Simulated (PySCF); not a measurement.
CH6ClFOSi2, SMILES C[Si@@](O)(Cl)[SiH2]F.

Geometry: B3LYP-D3(BJ)/def2-SVP. The structure was generated by enumeration; whether it is a known compound was not checked. The values are those of a single conformer.

The numbers are results of B3LYP-D3(BJ)/def2-SVP in PySCF, not measurements.

Frequencies are harmonic and unscaled.

```json
[
 {"mode": "1", "ν (cm⁻¹)": "44", "IR (km/mol)": "0.6", "moving atoms (share of kinetic energy)": "F 51 %, H 14 %, Si 13 %, Cl 12 %"},
 {"mode": "2", "ν (cm⁻¹)": "81", "IR (km/mol)": "0.9", "moving atoms (share of kinetic energy)": "F 36 %, Cl 26 %, C 14 %, H 10 %, Si 10 %"},
 {"mode": "3", "ν (cm⁻¹)": "117", "IR (km/mol)": "0.8", "moving atoms (share of kinetic energy)": "O 29 %, Si 26 %, H 23 %, Cl 12 %"},
 {"mode": "4", "ν (cm⁻¹)": "155", "IR (km/mol)": "22.2", "moving atoms (share of kinetic energy)": "H 64 %, F 10 %"},
 {"mode": "5", "ν (cm⁻¹)": "163", "IR (km/mol)": "4.5", "moving atoms (share of kinetic energy)": "H 81 %"},
 {"mode": "6", "ν (cm⁻¹)": "197", "IR (km/mol)": "18.6", "moving atoms (share of kinetic energy)": "H 43 %, C 23 %, Cl 16 %, Si 11 %"},
 {"mode": "7", "ν (cm⁻¹)": "209", "IR (km/mol)": "12.7", "moving atoms (share of kinetic energy)": "H 27 %, O 20 %, Si 19 %, C 18 %, F 11 %"},
 {"mode": "8", "ν (cm⁻¹)": "264", "IR (km/mol)": "61.7", "moving atoms (share of kinetic energy)": "Si 33 %, H 29 %, O 22 %, F 9 %"},
 {"mode": "9", "ν (cm⁻¹)": "290", "IR (km/mol)": "54.6", "moving atoms (share of kinetic energy)": "O 41 %, Si 21 %, Cl 12 %, H 12 %, C 10 %"},
 {"mode": "10", "ν (cm⁻¹)": "413", "IR (km/mol)": "19.7", "moving atoms (share of kinetic energy)": "Si 52 %, Cl 18 %, H 14 %, C 8 %"},
 {"mode": "11", "ν (cm⁻¹)": "501", "IR (km/mol)": "50.6", "moving atoms (share of kinetic energy)": "H 58 %, Si 28 %, Cl 11 %"},
 {"mode": "12", "ν (cm⁻¹)": "540", "IR (km/mol)": "50.1", "moving atoms (share of kinetic energy)": "Si 48 %, H 29 %, Cl 18 %"},
 {"mode": "13", "ν (cm⁻¹)": "698", "IR (km/mol)": "68.1", "moving atoms (share of kinetic energy)": "C 39 %, Si 31 %, H 21 %"},
 {"mode": "14", "ν (cm⁻¹)": "743", "IR (km/mol)": "8.3", "moving atoms (share of kinetic energy)": "H 90 %"},
 {"mode": "15", "ν (cm⁻¹)": "756", "IR (km/mol)": "110.9", "moving atoms (share of kinetic energy)": "H 82 %, C 11 %"},
 {"mode": "16", "ν (cm⁻¹)": "786", "IR (km/mol)": "36.6", "moving atoms (share of kinetic energy)": "H 63 %, C 20 %, O 9 %"},
 {"mode": "17", "ν (cm⁻¹)": "822", "IR (km/mol)": "242.9", "moving atoms (share of kinetic energy)": "H 60 %, Si 15 %, O 15 %, C 10 %"},
 {"mode": "18", "ν (cm⁻¹)": "854", "IR (km/mol)": "24.7", "moving atoms (share of kinetic energy)": "F 47 %, H 36 %, Si 17 %"},
 {"mode": "19", "ν (cm⁻¹)": "904", "IR (km/mol)": "233.5", "moving atoms (share of kinetic energy)": "H 42 %, Si 33 %, O 18 %"},
 {"mode": "20", "ν (cm⁻¹)": "938", "IR (km/mol)": "95.1", "moving atoms (share of kinetic energy)": "H 37 %, Si 37 %, O 18 %"},
 {"mode": "21", "ν (cm⁻¹)": "953", "IR (km/mol)": "84.9", "moving atoms (share of kinetic energy)": "H 88 %, Si 10 %"},
 {"mode": "22", "ν (cm⁻¹)": "1272", "IR (km/mol)": "23.8", "moving atoms (share of kinetic energy)": "H 78 %, C 22 %"},
 {"mode": "23", "ν (cm⁻¹)": "1426", "IR (km/mol)": "5.9", "moving atoms (share of kinetic energy)": "H 96 %"},
 {"mode": "24", "ν (cm⁻¹)": "1429", "IR (km/mol)": "3.0", "moving atoms (share of kinetic energy)": "H 96 %"},
 {"mode": "25", "ν (cm⁻¹)": "2219", "IR (km/mol)": "95.6", "moving atoms (share of kinetic energy)": "H 98 %"},
 {"mode": "26", "ν (cm⁻¹)": "2226", "IR (km/mol)": "127.1", "moving atoms (share of kinetic energy)": "H 96 %"},
 {"mode": "27", "ν (cm⁻¹)": "3027", "IR (km/mol)": "1.1", "moving atoms (share of kinetic energy)": "H 97 %"},
 {"mode": "28", "ν (cm⁻¹)": "3120", "IR (km/mol)": "2.6", "moving atoms (share of kinetic energy)": "H 91 %, C 9 %"},
 {"mode": "29", "ν (cm⁻¹)": "3127", "IR (km/mol)": "2.8", "moving atoms (share of kinetic energy)": "H 91 %, C 9 %"},
 {"mode": "30", "ν (cm⁻¹)": "3854", "IR (km/mol)": "90.2", "moving atoms (share of kinetic energy)": "H 94 %"}
]
```
